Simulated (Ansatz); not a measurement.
Abridged output of a molecular run in Ansatz:

```
Functional definition: HF
2088 factors; integrals over basis functions are off by at most 1.5e-3 eV
mean field evaluation 1: about -23650.6089 eV, gradient 5.9e1 eV
mean field evaluation 2: about -23650.8648 eV, gradient 5.9e1 eV
mean field evaluation 4: about -23658.3681 eV, gradient 5.4e0 eV
mean field evaluation 8: about -23658.4793 eV, gradient 1.3e-1 eV
mean field -23658.47934028 eV, -869.4330794620 hartree, gradient 1.7e-6 eV, S^2 0.000000; 0 other end points of the search recorded, 0 dependent functions left out
12 core orbitals not correlated: weight in the atoms' cores, before any rotation towards them, 1.000 or more for the frozen orbitals, at most 0.000 for the correlated occupied ones
reference -23658.47934028 eV, -869.4330794620 hartree; 32, 32 occupied and 164, 164 virtual orbitals, 2088 factors
second order -40.29674805 eV of doubles, -0.00000000 eV of singles
cycle   1  -41.03219618 eV  change   -7.4e-1 eV  update   1.7e-1
cycle   2  -42.02923434 eV  change    -1.0e0 eV  update   5.8e-2
cycle   3  -42.36747021 eV  change   -3.4e-1 eV  update   3.2e-2
cycle   4  -42.36595239 eV  change    1.5e-3 eV  update   8.1e-3
cycle   5  -42.35838297 eV  change    7.6e-3 eV  update   3.3e-3
cycle   6  -42.35919417 eV  change   -8.1e-4 eV  update   1.1e-3
cycle   7  -42.35858575 eV  change    6.1e-4 eV  update   4.3e-4
cycle   8  -42.35845809 eV  change    1.3e-4 eV  update   1.5e-4
cycle   9  -42.35855561 eV  change   -9.8e-5 eV  update   5.6e-5
cycle  10  -42.35855093 eV  change    4.7e-6 eV  update   2.2e-5
perturbative correction -1.26687506 eV, -0.0465567998 hartree
Total energy: -23702.10476627 eV, -871.0362842969 hartree
```

Its atoms:

Cartesian coordinates in Å:
```
C -1.5415 -1.0140 0.9253
C -1.7041 -0.5794 -0.5173
N -0.4535 -0.2039 -1.1375
C -0.6401 0.1861 -2.5189
Hf 1.3800 -0.2377 -0.2581
O 2.5641 0.5990 -1.5261
Cl 2.0306 -2.5067 0.1209
O 1.3747 0.6652 1.4275
C 1.2359 1.2813 2.6622
H -1.1559 -0.2006 1.5459
H -0.8637 -1.8704 1.0098
H -2.5018 -1.3201 1.3439
H -2.4143 0.2615 -0.5687
H -2.1637 -1.3991 -1.0917
H -1.3224 1.0442 -2.6049
H -1.0698 -0.6344 -3.1109
H 0.3096 0.4686 -2.9780
H 3.3428 1.1029 -1.7429
H 1.5831 2.3188 2.6166
H 0.1871 1.2851 2.9817
H 1.8228 0.7538 3.4212
```

(1) Which basis set was used?
A. def2-SVP
B. def2-TZVPPD
C. def2-QZVPP
D. cc-pV(Q+d)Z

(2) Write the keys of the input that set method, charge and spin (a neutral closed shell needs none for the last two).

Answers

(1) A. It gives 208 functions.

(2) 
```yaml
correlation: {method: ccsd_t}
```
